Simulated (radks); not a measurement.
Question: The osmium ion Os3+, [Xe] 4f14 5d5. All-electron calculation, non-relativistic Kohn-Sham, PBE, spin-polarised, spherical densities, point nucleus. Program: a radial shooting solver on a logarithmic mesh with Libxc functionals. Every spin shell is full or empty, so the densities are truly spherical. Functionals are evaluated on that one density, not self-consistently. Rank these orbital-free kinetic functionals by their error against the exact value of the orbitals, and give that value: Thomas-Fermi, von Weizsacker, TF + vW, TF + vW/9, TF + vW/5, LC94, APBEK, revAPBEK, Pearson, PG1, Ernzerhof.

Answer: Exact: 16288.5 hartree. From best to worst, with 100 (|E| - |E exact|)/|E exact| (equal figures are ties): LC94 -0.01, APBEK +0.02, revAPBEK +0.16, Ernzerhof -0.50, TF + vW/9 -0.72, Pearson -0.88, TF + vW/5 +2.49, Thomas-Fermi -4.72, PG1 +12.64, TF + vW +31.33, von Weizsacker -63.95.
